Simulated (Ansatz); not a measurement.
Input file for Ansatz (an electronic-structure program): R-wB97M-V/def2-TZVPP on GeH4Si (SMILES [SiH3][GeH]), a point of a torsion scan.

Ansatz 0.2 input:
```yaml
crystal:
  periodic: [false, false, false]
  atoms:
    - {symbol: Si, position_ang: [-0.57353390, 0.03719288, 0.04436652]}
    - {symbol: Ge, position_ang: [1.65927370, 0.91657184, -0.16884035]}
    - {symbol: H, position_ang: [-0.93817995, -0.75815264, 1.22375212]}
    - {symbol: H, position_ang: [-1.56707721, 1.12646258, 0.00010766]}
    - {symbol: H, position_ang: [-0.90610214, -0.82069025, -1.10846420]}
    - {symbol: H, position_ang: [2.08427157, 0.25454299, 1.24728880]}
basis:
  gaussian:
    orbitals: def2-TZVPP
hamiltonian:
  xc: {name: wB97M-V}
scf: {lower_state_search: off}
```

The head of its log:

```
WARN ansatz: RAYON_NUM_THREADS=1 ignored (pool sized by the plan → 1); use --threads N
Functional definition: wB97M-V
these checks for a lower state are left out or cut short: stability, starts, cluster_reference, orbital_swaps, neighbouring_geometries, increment
integrals: 0.08 GiB planned
913 factors; their error is unknown
integrals: 0.12 GiB planned
198 factors; integrals over basis functions are off by at most 1.8e-5 eV
mean field: 0.71 GiB planned
mean field evaluation 1: about -64454.8002 eV, gradient 1.6e1 eV
mean field evaluation 2: about -64455.2890 eV, gradient 1.3e1 eV
```

Problem. Predict the final total energy.

Solution. -2368.7011 hartree.
